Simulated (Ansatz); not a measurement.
Stepwise reaction of `[CH3][V]([CH3])(=[O])[OH]` with hydrogen chloride, as a gas-phase model of exchange steps in deposition or etching. ΔE in kJ/mol; ΔG adds harmonic PBE0-D4 terms to CCSD(T)/CBS, at 1 bar.

Program: Ansatz. Geometries: PBE0-D4/def2-TZVP. ΔE: electronic, gas phase. CCSD(T)/CBS adds triple-zeta CCSD(T) − MP2 to the extrapolated MP2 energy (def2 sets, frozen cores). This one scheme is used for every species. DFT in def2-TZVPP. B3LYP here is the variant with VWN-RPA as its local correlation; programs differ in this. For V outer-core shells are correlated without core-valence functions, which leaves a few kJ/mol of doubt a bond. Scalar relativity is left out up to krypton. One conformer a species, not always the lowest.

```csv
step,reaction,PBE-D4,B3LYP-D4,ωB97M-V,CCSD(T)/CBS,ΔG(600 K)
1,`[CH3][V]([CH3])(=[O])[OH]` + HCl → `[CH3][V](=[O])([OH])[Cl]` + CH₄,-180.2,-180.2,-171.8,-174.3,-149.7
2,`[CH3][V](=[O])([OH])[Cl]` + HCl → `[O]=[V]([OH])([Cl])[Cl]` + CH₄,-165.8,-161.0,-147.3,-147.6,-128.8
```

Question: By hand: ΔE of the 2 steps together at CCSD(T)/CBS.

Answer: (-174.3) + (-147.6) = -321.9 kJ/mol, or -160.9 kJ/mol a step.

In ΔE each step is higher than the one before. All are downhill at CCSD(T)/CBS. ΔG lies between -149.7 and -128.8 kJ/mol a step. PBE-D4 differs from CCSD(T)/CBS by -18.2 to -5.9 kJ/mol a step. Only this route is followed, and other bonds may react first. Isolated molecules leave out the surface, adducts and barriers. Largest T1 diagnostic: 0.032.
